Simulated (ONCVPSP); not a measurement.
**P (Z = 15): excitation energies, all-electron against ONCV**

phosphorus (P), optimised norm-conserving Vanderbilt (ONCV), made with ONCVPSP 4.0.1 (LDA (Perdew-Wang 92), scalar-relativistic). Core [He], reference 2s2 2p6 3s2 3p3. Waves: 2s+3s: rc 0.85 bohr, ncon 4, nbas 7, qcut 13 1/bohr, 2 projectors; 2p+3p: rc 0.90 bohr, ncon 4, nbas 7, qcut 17.7 1/bohr, 3 projectors, debl 2.3 Ha. Local part: polynomial inside 0.80 bohr (lpopt 5, dvloc0 0 Ha). Core correction: Teter function fitted to the true core (icmod 2), fcfact 0.45.

Energies are relative to the spin-unpolarised reference configuration 2s2 2p6 3s2 3p3; without spin polarisation the order of configurations can differ from experiment.

```tsv
valence configuration	charge	ΔE all-electron (eV)	error AE − PS (meV)
2s2 2p6 3s2 3p1	+2	29.059	+2.5
2s2 2p6 3s2 3p2.5	+0.5	3.818	+0.1
```

Question: What are ΔE and the potential's error for 2s2 2p6 3s2 3p0?

Answer: ΔE = 58.948 eV all-electron; the error (AE − PS) is +9.3 meV.

Question: What are ΔE and the potential's error for 2s2 2p6 3s2 3p2?

Answer: ΔE = 9.815 eV all-electron; the error (AE − PS) is +0.4 meV.

Levels in the configuration 2s2 2p6 3s2 3p0:

```csv
level,all-electron (eV),pseudo (eV)
2s,-211.555,-211.547
2p,-163.064,-162.923
3s,-45.743,-45.741
```
